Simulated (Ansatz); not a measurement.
```xyz
4

C     0.0000    0.0000   -0.5559
C     0.0000    0.0000    0.5559
H     0.0000    0.0000   -1.5449
H     0.0000    0.0000    1.5449
```

Basis set: def2-TZVP (spherical functions). Left uncorrelated: 2 orbitals. Charge 0, multiplicity 1.

Computed with Ansatz (development build ahead of 0.2.0); each method stands on the lowest determinant of its kind that the runs found. Restricted open shells among the atoms or ions are ROHF, correlated in semicanonical orbitals with singles.

**Question.** Give the atomization energy at this shape (free ground-state atoms in the same class of orbitals less the molecule, no zero-point energy) of singlet C₂H₂ by RHF-MP2, RHF.

**Answer.**

| method | atomization energy |
| --- | --- |
| RHF-MP2 | 381.24 kcal/mol |
| RHF | 287.32 kcal/mol |

Caution: no unrestricted run beside it, a lower state can exist; the shape is not the minimum.
